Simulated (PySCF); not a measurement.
Predicted microwave data (PBE0/def2-SVPD in PySCF (dipole) on a GFN2-xTB geometry, gas phase) for one isomer of C6H11NO:

```
Rotational constants : A = 3313, B = 1193, C = 932.6 MHz
Dipole components    : |μa| = 0.70 D, |μb| = 2.88 D, |μc| = 1.39 D
Inertial defect      : -34.33 u·Å²
κ                    : -0.78
```

Question: Which structure is it? (One computed conformer of each.)
A. `[H]/[N:7]=[C:6]1\[CH2:5][CH2:4][C@@H:3]([O:2][CH3:1])[CH2:8]1` with C1–O2–C3–C4 -172°, O2–C3–C4–C5 -159°, C3–C4–C5–C6 28°, C4–C5–C6–N7 172°, C5–C6–C8–C3 -13°
B. `[CH2:1]=[CH:2][C:3](=[O:4])[N:5]([CH3:6])[CH2:7][CH3:8]` with C1–C2–C3–O4 23°, C2–C3–N5–C6 178°, C3–N5–C7–C8 72°
C. `[CH3:1][NH:2][C:3](=[O:4])[CH2:5][CH:6]1[CH2:7][CH2:8]1` with C1–N2–C3–O4 -1°, N2–C3–C5–C6 -41°, C3–C5–C6–C7 164°
D. `[CH2:1]=[N:2][C:3](=[O:4])[CH2:5][CH2:6][CH2:7][CH3:8]` with C1–N2–C3–O4 86°, N2–C3–C5–C6 169°, C3–C5–C6–C7 -73°, C5–C6–C7–C8 -179°
E. `[CH3:1][CH2:2][O:3][C@H:4]([C:5]#[N:6])[CH2:7][CH3:8]` with C1–C2–O3–C4 -179°, C2–O3–C4–C5 -66°, O3–C4–C7–C8 -174°

Answer: E. It is CCO[C@H](C#N)CC, an asymmetric top, point group C1. The candidates at the same level (rigid rotor, commonest isotopes):

```tsv
SMILES	A (MHz)	B (MHz)	C (MHz)	μa (D)	μb (D)	μc (D)	Δ (u·Å²)	point group	rotor
CCO[C@H](C#N)CC	3313	1193	932.6	0.70	2.88	1.39	-34.33	C1	asymmetric top
[H]/N=C1\CC[C@@H](OC)C1	4431	1318	1068	0.54	1.36	0.95	-24.02	C1	asymmetric top
C=CC(=O)N(C)CC	2727	1736	1173	2.43	2.86	0.72	-45.63	C1	asymmetric top
CNC(=O)CC1CC1	4058	1209	979.8	2.48	3.21	0.26	-26.62	C1	asymmetric top
C=NC(=O)CCCC	4491	944.7	933.0	0.81	3.33	0.48	-105.82	C1	near-prolate asymmetric top
```

`CNC(=O)CC1CC1` has A 23 % too high; `C=NC(=O)CCCC` has A 36 % too high; `C=CC(=O)N(C)CC` has B 46 % too high; `[H]/N=C1\CC[C@@H](OC)C1` has A 34 % too high. No structure here is proved a minimum.
